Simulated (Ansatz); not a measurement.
Cartesian coordinates (Å):
```xyz
7

Y     -0.2160    -0.2206     0.0652
O     -0.9907    -0.5371    -1.7913
H     -1.3603    -0.6813    -2.6709
O      1.1886    -1.4852     0.8227
H      1.8569    -2.0809     1.1828
O     -0.8471     1.3675     1.1703
H     -1.1504     2.1232     1.6882
```
Charge 0, multiplicity 1.

Computed with frozen-core CCSD(T)/def2-TZVPP // TPSS-D3(BJ)/def2-SVP (Ansatz, a program for electronic structure).

The HF energy comes out as -264.53067 Ha and the MP2 correlation energy is -0.99929 Ha.

Estimate the CCSD correlation energy, the (T) correction, the total energy and the T1 diagnostic.


```
Property                        Result
-----------------------  -------------
CCSD correlation energy    -1.00119 Ha
(T) correction             -0.03542 Ha
CCSD(T) total energy     -265.56728 Ha
T1 diagnostic                    0.014
```
